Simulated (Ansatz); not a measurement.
AlH7OSi2 can be A, `[SiH3][O][AlH][SiH3]`, or B, `O[SiH2][AlH][SiH3]`.

Computed with Ansatz on PBE0-D4/def2-TZVP structures; ΔE is electronic, products minus reactants. CCSD(T)/CBS adds triple-zeta CCSD(T) − MP2 to the extrapolated MP2 energy (def2 sets, frozen cores). DFT in def2-TZVPP. Each species was taken in one conformer, which may not be the lowest.

A:

Z-matrix (Å, degrees):
```
Si
O 1 1.625
H 1 1.489 2 110.7
H 1 1.487 2 109.8 3 120.0
H 1 1.487 2 109.9 3 -120.1
Al 2 1.686 1 164.5 3 -3.5
Si 6 2.452 2 118.0 1 -3.0
H 6 1.583 2 116.8 1 177.7
H 7 1.491 6 111.5 2 140.2
H 7 1.490 6 112.2 2 18.8
H 7 1.492 6 110.3 2 -101.0
```

B:

```xyz
11

O     1.037    2.205    0.111
Si   -0.258    1.813   -0.852
Al   -0.736   -0.608   -0.802
Si    0.297   -1.963    0.978
H     1.093    1.773    0.964
H     0.107    2.303   -2.209
H    -1.478    2.581   -0.441
H    -1.685   -1.310   -1.869
H     0.933   -1.108    2.024
H    -0.683   -2.848    1.671
H     1.373   -2.837    0.424
```

(1) Which is lower in electronic energy at CCSD(T)/CBS, and by how much? (An estimate is asked.)

(2) Give E(B) − E(A) in kcal/mol with ωB97M-V, MP2/def2-TZVPP, CCSD(T)/def2-TZVPP, PBE-D4, HF/def2-TZVPP, CCSD/def2-TZVPP, B2PLYP. (Estimate.)

Largest T1 diagnostic: 0.013.

## Answers

(1) Ansatz gave: A, by 41.4 kcal/mol.

(2) Ansatz gave: ωB97M-V 42.1, MP2/def2-TZVPP 44.1, CCSD(T)/def2-TZVPP 41.7, PBE-D4 34.8, HF/def2-TZVPP 46.8, CCSD/def2-TZVPP 42.4, B2PLYP 43.1. None reverses the order clearly.

In def2-TZVPP, CCSD(T) changes the Hartree–Fock value by −5.2 kcal/mol (the triples alone add −0.7 kcal/mol) and MP2 by −2.7 kcal/mol. From PBE to PBE0 (25 % exact exchange), in def2-TZVPP and without D4, E(B) − E(A) moves by +1.9 kcal/mol.
